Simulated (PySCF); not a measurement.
C4H5Si, charge +1, multiplicity 1. Atoms are numbered in the order given.

```xyz
10

C      0.0000     0.7582    -1.2158
C      0.0000     1.3872    -0.0209
Si     0.0000     0.0000     1.1649
C      0.0000    -1.3872    -0.0209
C      0.0000    -0.7582    -1.2158
H      0.0000     1.2895    -2.1738
H      0.0000     2.4688     0.1181
H      0.0000     0.0000     2.6439
H      0.0000    -2.4688     0.1181
H      0.0000    -1.2895    -2.1738
```
Charge +1, spin multiplicity 1.

Geometry: PBE0-D3(BJ)/def2-SVP. The spin state was assumed, not searched. The isomer is the one that the SMILES or the coordinates give; other isomers of the formula were not compared.

All values below come from M06-2X/def2-TZVP run with PySCF.

The molecule is in vacuum.

Computed frontier levels, gap, dipole moment and polarisability:
```
Property                                                           Value
------------------------------------------------  ----------------------
highest occupied level                                         -13.75 eV
lowest empty level                                              -8.27 eV
orbital gap                                                      5.47 eV
dipole moment about the centre of nuclear charge                  1.50 D
mean static polarisability                          57.1 bohr³ (8.46 Å³)
polarisability, principal values                  35.1, 61.7, 74.4 bohr³
```
